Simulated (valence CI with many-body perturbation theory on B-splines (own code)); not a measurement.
# Forbidden lines of Tb44+

Calculated by valence CI with perturbative core correlation (CI+MBPT): three valence electrons over a frozen Dirac-Fock core [Ar], radial functions for each j: 9 s, 9 p, 10 d, 8 f, 5 g, 3 h, 1 i, with the one-electron correlation potential Σ1, the two-electron term Σ2, the three-electron term Σ3, Breit, model QED; selected CI, second order for the rest (own B-spline code, finite nucleus).

No measured spectrum was set against this ion. As an estimate, large intervals hold to a few tenths of a per cent, small ones and those within an open d or f shell to about a per cent. Only levels of the ground parity were solved; by the run's estimate the other parity begins above the list, which can be wrong where configurations are misplaced.

Lines 1 to 50 of 55 in falling wavelength, among levels below 1158800 cm⁻¹, chosen from the decays that carry over 1 % of a level's rate. Wavelengths and rates use the calculated energies. Weak lines are less certain than strong ones. Lines between different terms over intervals too small for the method are left out, as are lines whose strength nearly cancels. The highest levels of a list are the least certain.

Levels are named by their leading jj configuration (3d3/2^4 stands for four electrons in 3d with j = 3/2), which in mixed levels can hold well under half, so a name can repeat and another be missing. Letters in brackets count levels of one name in rising energy.

| λ vac (nm) | Upper | Lower | Type | A (s⁻¹) | Branch % |
| --- | --- | --- | --- | --- | --- |
| 1851 | (3d3/2^2 3d5/2) J=9/2 | (3d3/2^2 3d5/2) J=7/2 | M1 | 1.24e+00 | 100.0 |
| 151.4 | (3d3/2^2 3d5/2) J=7/2 | (3d3/2^2 3d5/2) J=5/2 [a] | M1 | 4.38e+03 | 99.3 |
| 116.9 | (3d3/2 3d5/2^2) J=5/2 [b] | (3d3/2 3d5/2^2) J=3/2 [a] | M1 | 4.49e+03 | 1.2 |
| 62.37 | (3d3/2^2 3d5/2) J=5/2 [b] | (3d3/2^2 3d5/2) J=7/2 | M1 | 4.45e+03 | 5.2 |
| 62.03 | (3d3/2 3d5/2^2) J=7/2 [b] | (3d3/2 3d5/2^2) J=7/2 [a] | M1 | 9.06e+03 | 2.9 |
| 57.21 | (3d5/2^3) J=3/2 | (3d3/2 3d5/2^2) J=3/2 [b] | M1 | 2.44e+04 | 2.0 |
| 55.60 | (3d3/2^2 3d5/2) J=5/2 [b] | (3d3/2^2 3d5/2) J=3/2 | M1 | 2.54e+04 | 29.5 |
| 50.46 | (3d3/2 3d5/2^2) J=3/2 [b] | (3d3/2 3d5/2^2) J=1/2 | M1 | 2.61e+04 | 3.7 |
| 48.83 | (3d3/2 3d5/2^2) J=5/2 [a] | (3d3/2^2 3d5/2) J=5/2 [b] | M1 | 7.15e+04 | 12.7 |
| 45.96 | (3d3/2 3d5/2^2) J=3/2 [b] | (3d3/2 3d5/2^2) J=3/2 [a] | M1 | 4.20e+04 | 5.9 |
| 44.17 | (3d3/2^2 3d5/2) J=5/2 [b] | (3d3/2^2 3d5/2) J=5/2 [a] | M1 | 7.09e+03 | 8.2 |
| 41.46 | (3d5/2^3) J=5/2 | (3d3/2 3d5/2^2) J=3/2 [b] | M1 | 5.24e+04 | 3.2 |
| 39.95 | (3d3/2 3d5/2^2) J=5/2 [b] | (3d3/2^2 3d5/2) J=5/2 [b] | M1 | 1.64e+05 | 42.8 |
| 38.98 | (3d5/2^3) J=9/2 | (3d3/2 3d5/2^2) J=11/2 | M1 | 3.74e+04 | 3.3 |
| 38.22 | (3d3/2 3d5/2^2) J=7/2 [a] | (3d3/2^2 3d5/2) J=7/2 | M1 | 1.77e+05 | 19.2 |
| 38.09 | (3d3/2 3d5/2^2) J=7/2 [b] | (3d3/2^2 3d5/2) J=5/2 [b] | M1 | 3.04e+04 | 9.8 |
| 37.83 | (3d3/2^2 3d5/2) J=5/2 [a] | (3d3/2^3) J=3/2 | M1 | 4.74e+05 | 100.0 |
| 35.16 | (3d3/2 3d5/2^2) J=9/2 | (3d3/2^2 3d5/2) J=9/2 | M1 | 3.37e+05 | 62.7 |
| 34.50 | (3d3/2 3d5/2^2) J=9/2 | (3d3/2^2 3d5/2) J=7/2 | M1 | 2.00e+05 | 37.3 |
| 32.59 | (3d5/2^3) J=3/2 | (3d3/2 3d5/2^2) J=5/2 [b] | M1 | 2.24e+04 | 1.9 |
| 32.28 | (3d3/2 3d5/2^2) J=3/2 [a] | (3d3/2^2 3d5/2) J=1/2 | M1 | 1.20e+05 | 10.1 |
| 32.17 | (3d3/2^2 3d5/2) J=3/2 | (3d3/2^3) J=3/2 | M1 | 4.00e+05 | 99.7 |
| 30.85 | (3d5/2^3) J=9/2 | (3d3/2 3d5/2^2) J=9/2 | M1 | 4.63e+05 | 40.4 |
| 30.51 | (3d3/2 3d5/2^2) J=7/2 [a] | (3d3/2^2 3d5/2) J=5/2 [a] | M1 | 7.47e+05 | 80.8 |
| 30.38 | (3d3/2 3d5/2^2) J=1/2 | (3d3/2^2 3d5/2) J=1/2 | M1 | 6.93e+05 | 94.1 |
| 29.02 | (3d3/2 3d5/2^2) J=3/2 [a] | (3d3/2^2 3d5/2) J=3/2 | M1 | 7.04e+05 | 59.2 |
| 28.92 | (3d3/2^2 3d5/2) J=1/2 | (3d3/2^3) J=3/2 | M1 | 1.49e+05 | 99.3 |
| 28.41 | (3d3/2 3d5/2^2) J=11/2 | (3d3/2^2 3d5/2) J=9/2 | M1 | 2.24e+05 | 99.3 |
| 28.39 | (3d5/2^3) J=9/2 | (3d3/2 3d5/2^2) J=7/2 [a] | M1 | 6.37e+05 | 55.6 |
| 28.38 | (3d5/2^3) J=3/2 | (3d3/2 3d5/2^2) J=5/2 [a] | M1 | 4.35e+05 | 36.2 |
| 27.70 | (3d5/2^3) J=5/2 | (3d3/2 3d5/2^2) J=7/2 [b] | M1 | 1.68e+05 | 10.3 |
| 27.47 | (3d3/2 3d5/2^2) J=1/2 | (3d3/2^2 3d5/2) J=3/2 | M1 | 3.85e+04 | 5.2 |
| 27.39 | (3d3/2 3d5/2^2) J=5/2 [a] | (3d3/2^2 3d5/2) J=7/2 | M1 | 4.08e+04 | 7.3 |
| 26.81 | (3d5/2^3) J=3/2 | (3d3/2 3d5/2^2) J=1/2 | M1 | 2.71e+05 | 22.6 |
| 26.79 | (3d5/2^3) J=5/2 | (3d3/2 3d5/2^2) J=5/2 [b] | M1 | 3.10e+05 | 19.0 |
| 26.16 | (3d3/2 3d5/2^2) J=3/2 [b] | (3d3/2^2 3d5/2) J=5/2 [b] | M1 | 4.07e+05 | 57.3 |
| 26.00 | (3d3/2 3d5/2^2) J=5/2 [a] | (3d3/2^2 3d5/2) J=3/2 | M1 | 3.74e+05 | 66.6 |
| 25.57 | (3d3/2 3d5/2^2) J=3/2 [a] | (3d3/2^2 3d5/2) J=5/2 [a] | M1 | 3.42e+05 | 28.7 |
| 25.49 | (3d5/2^3) J=3/2 | (3d3/2 3d5/2^2) J=3/2 [a] | M1 | 4.33e+05 | 36.0 |
| 24.35 | (3d3/2 3d5/2^2) J=5/2 [b] | (3d3/2^2 3d5/2) J=7/2 | M1 | 1.90e+05 | 49.7 |
| 23.95 | (3d3/2 3d5/2^2) J=7/2 [b] | (3d3/2^2 3d5/2) J=9/2 | M1 | 1.19e+05 | 38.4 |
| 23.88 | (3d5/2^3) J=5/2 | (3d3/2 3d5/2^2) J=5/2 [a] | M1 | 3.37e+05 | 20.6 |
| 23.65 | (3d3/2 3d5/2^2) J=7/2 [b] | (3d3/2^2 3d5/2) J=7/2 | M1 | 1.16e+05 | 37.7 |
| 23.25 | (3d3/2 3d5/2^2) J=5/2 [b] | (3d3/2^2 3d5/2) J=3/2 | M1 | 5.19e+03 | 1.4 |
| 23.19 | (3d3/2 3d5/2^2) J=5/2 [a] | (3d3/2^2 3d5/2) J=5/2 [a] | M1 | 6.44e+04 | 11.5 |
| 21.80 | (3d5/2^3) J=5/2 | (3d3/2 3d5/2^2) J=3/2 [a] | M1 | 4.78e+05 | 29.3 |
| 20.98 | (3d3/2 3d5/2^2) J=5/2 [b] | (3d3/2^2 3d5/2) J=5/2 [a] | M1 | 1.50e+04 | 3.9 |
| 20.45 | (3d3/2 3d5/2^2) J=7/2 [b] | (3d3/2^2 3d5/2) J=5/2 [a] | M1 | 3.18e+04 | 10.3 |
| 20.38 | (3d3/2^2 3d5/2) J=5/2 [b] | (3d3/2^3) J=3/2 | M1 | 4.89e+04 | 56.9 |
| 19.15 | (3d5/2^3) J=5/2 | (3d3/2 3d5/2^2) J=7/2 [a] | M1 | 2.51e+05 | 15.4 |
